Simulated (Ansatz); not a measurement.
Input and output for `O[CH2][Zn][F]`.

```yaml
crystal:
  periodic: [false, false, false]
  atoms:
    - {symbol: O, position_ang: [0.044222, 1.090142, -1.071850]}
    - {symbol: C, position_ang: [0.478736, 0.403968, 0.092268]}
    - {symbol: Zn, position_ang: [-0.376629, -1.332083, 0.355188]}
    - {symbol: F, position_ang: [-1.167730, -2.887438, 0.558698]}
    - {symbol: H, position_ang: [-0.847439, 1.412582, -0.927665]}
    - {symbol: H, position_ang: [0.383313, 1.024598, 0.990839]}
    - {symbol: H, position_ang: [1.546726, 0.220131, -0.043179]}
basis:
  gaussian: {orbitals: ANO-RCC-VTZP, final_grid: {core_spheres: 20, valence_spheres: 16, degree: 47}}
hamiltonian: {xc: {name: SPW92}}
accuracy: high
scf: {lower_state_search: full}
output: {forces: true}
```

```sh
$ ansatz run in.yaml --threads 4 --pin off --events-out ev --progress --plain --max-ram 10444MiB
```

Shortened log:

```
Functional definition: SPW92
3645 factors; integrals over basis functions are off by at most 4.1e-9 eV
mean field evaluation 1: about -54586.9061 eV, gradient 1.1e2 eV
mean field evaluation 2: about -54586.9020 eV, gradient 1.1e2 eV
mean field evaluation 4: about -54598.9229 eV, gradient 5.1e1 eV
mean field evaluation 8: about -54603.3860 eV, gradient 1.5e0 eV
mean field evaluation 16: about -54603.3873 eV, gradient 1.2e-3 eV
mean field -54603.38725619 eV, -2006.6374701598 hartree, gradient 7.4e-8 eV, S^2 0.000000; 2 other end points of the search recorded, 0 dependent functions left out
reference -54603.38726264 eV, -2006.6374703967 hartree; 28, 28 occupied and 163, 163 virtual orbitals, 3645 factors
Total energy: -54603.38726264 eV, -2006.6374703967 hartree
Relativity: scalar
Atom 0 at     0.044222     1.090142    -1.071850 Å, force     0.636017    -0.451221     0.271546 eV/Å
Atom 1 at     0.478736     0.403968     0.092268 Å, force    -0.531906    -0.310683    -0.485045 eV/Å
Atom 2 at    -0.376629    -1.332083     0.355188 Å, force    -0.053002    -0.107799     0.037635 eV/Å
Atom 3 at    -1.167730    -2.887438     0.558698 Å, force     0.354489     0.709399    -0.101766 eV/Å
Atom 4 at    -0.847439     1.412582    -0.927665 Å, force    -0.562238     0.217667     0.064221 eV/Å
Atom 5 at     0.383313     1.024598     0.990839 Å, force    -0.102141     0.074537     0.260009 eV/Å
Atom 6 at     1.546726     0.220131    -0.043179 Å, force     0.258780    -0.131902    -0.046601 eV/Å
Dipole moment:     0.112916     0.586498     0.153808 e Å
```

It took 89 s on 4 threads of an Arm Neoverse V2 on a shared host, with 1.2 GiB of host memory at the peak.
